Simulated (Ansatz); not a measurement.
Input (CCSDT(Q)/cc-pVDZ; Ansatz, a quantum-chemistry and plane-wave program):

Ansatz 0.2 input:
```yaml
crystal:
  periodic: [false, false, false]
  atoms:
    - {symbol: C, position_ang: [-1.10027630, 0.11721448, 0.11355646]}
    - {symbol: N, position_ang: [0.21721531, -0.02314035, -0.02241819]}
    - {symbol: C, position_ang: [1.38591868, -0.14764449, -0.14303682]}
    - {symbol: H, position_ang: [-1.62895613, -0.53962820, 0.78765224]}
    - {symbol: H, position_ang: [-1.60540531, 0.88419074, -0.45384278]}
basis:
  gaussian:
    orbitals: cc-pVDZ
magnetization: {spin_polarized: true, initial_magnetization: 1}
correlation: {method: ccsdt_q, electrons: outside_noble_gas}
```

Output:

```
Functional definition: HF
integrals: 0.05 GiB planned
961 factors; integrals over basis functions are off by at most 1.7e-7 eV
mean field: 0.13 GiB planned
mean field evaluation 1: about -3570.8933 eV, gradient 1.3e1 eV
mean field evaluation 2: about -3570.8950 eV, gradient 1.3e1 eV
mean field evaluation 4: about -3572.2529 eV, gradient 2.8e0 eV
mean field evaluation 8: about -3572.3486 eV, gradient 2.6e-1 eV
mean field evaluation 16: about -3572.0659 eV, gradient 4.7e0 eV
mean field evaluation 32: about -3563.1962 eV, gradient 6.9e0 eV
mean field evaluation 64: about -3568.3299 eV, gradient 2.5e-3 eV
mean field -3572.35339235 eV, -131.2815657409 hartree, gradient 1.4e-6 eV, S^2 0.828329; 0 other end points of the search recorded, 0 dependent functions left out
3 core orbitals not correlated
reference -3572.35339235 eV, -131.2815657409 hartree; 8, 7 occupied and 41, 42 virtual orbitals, 961 factors
second order -10.17212106 eV of doubles, -0.00000000 eV of singles
coupled cluster: 1.72 GiB planned
cycle   1  -10.50647468 eV  change   -3.3e-1 eV  update   1.1e-1
cycle   2  -11.08305494 eV  change   -5.8e-1 eV  update   5.2e-2
cycle   3  -11.48173954 eV  change   -4.0e-1 eV  update   2.9e-2
cycle   4  -11.46853512 eV  change    1.3e-2 eV  update   1.2e-2
cycle   5  -11.45252700 eV  change    1.6e-2 eV  update   6.6e-3
cycle   6  -11.46074377 eV  change   -8.2e-3 eV  update   2.4e-3
cycle   7  -11.46283003 eV  change   -2.1e-3 eV  update   1.4e-3
cycle   8  -11.46148350 eV  change    1.3e-3 eV  update   7.2e-4
cycle   9  -11.46172137 eV  change   -2.4e-4 eV  update   4.4e-4
cycle  10  -11.46199492 eV  change   -2.7e-4 eV  update   2.0e-4
cycle  11  -11.46207320 eV  change   -7.8e-5 eV  update   9.9e-5
cycle  12  -11.46215420 eV  change   -8.1e-5 eV  update   3.8e-5
cycle  13  -11.46218353 eV  change   -2.9e-5 eV  update   1.9e-5
cycle  14  -11.46218124 eV  change    2.3e-6 eV  update   9.1e-6
cycle  15  -11.46218519 eV  change   -4.0e-6 eV  update   4.7e-6
cycle  16  -11.46219024 eV  change   -5.0e-6 eV  update   2.7e-6
cycle  17  -11.46218989 eV  change    3.4e-7 eV  update   1.5e-6
coupled cluster: 1.72 GiB planned
perturbative correction -0.03602385 eV, -0.0013238520 hartree
Total energy: -3583.85160609 eV, -131.7041173021 hartree
```

The determinant is spin-contaminated: <S^2> is 0.83, 0.08 over the pure value.
